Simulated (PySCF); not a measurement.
Series: silicon hydride cages (EH)n. All species are isolated molecules in the gas phase. Each species was relaxed from one start; no search for lower structures was made at this level. Strings in code marks are SMILES.

The LUMO from two functionals at the same geometries (B3LYP-D3(BJ)/def2-SVP), both in PySCF: PBE-D3(BJ)/def2-SVP and PBE0-D3(BJ)/def2-SVP. 

```
species                                                                                                PBE-D3(BJ)/def2-SVP (eV)
-----------------------------------------------------------------------------------------------------  ------------------------
[3]prismane cage Si6H6 `[SiH]12[SiH]3[SiH]1[SiH]1[SiH]2[SiH]31`                                                           -2.33
[4]prismane cage Si8H8 `[SiH]12[SiH]3[SiH]4[SiH]1[SiH]1[SiH]2[SiH]3[SiH]41`                                               -2.54
[5]prismane cage Si10H10 `[SiH]12[SiH]3[SiH]4[SiH]1[SiH]1[SiH]2[SiH]2[SiH]3[SiH]4[SiH]12`                                 -2.62
[6]prismane cage Si12H12 `[SiH]12[SiH]3[SiH]4[SiH]1[SiH]1[SiH]4[SiH]4[SiH]5[SiH]3[SiH]2[SiH]5[SiH]14`                     -2.58
```

What does PBE0-D3(BJ)/def2-SVP give for each?


- [3]prismane cage Si6H6 `[SiH]12[SiH]3[SiH]1[SiH]1[SiH]2[SiH]31`: -1.64
- [4]prismane cage Si8H8 `[SiH]12[SiH]3[SiH]4[SiH]1[SiH]1[SiH]2[SiH]3[SiH]41`: -1.88
- [5]prismane cage Si10H10 `[SiH]12[SiH]3[SiH]4[SiH]1[SiH]1[SiH]2[SiH]2[SiH]3[SiH]4[SiH]12`: -1.97
- [6]prismane cage Si12H12 `[SiH]12[SiH]3[SiH]4[SiH]1[SiH]1[SiH]4[SiH]4[SiH]5[SiH]3[SiH]2[SiH]5[SiH]14`: -1.94
Over these rows, drawn at random from the members with no instability flagged (it was tested for open shells, ions and some series alone), PBE minus PBE0-D3(BJ): mean -0.66 eV, from -0.69 eV to -0.64 eV.
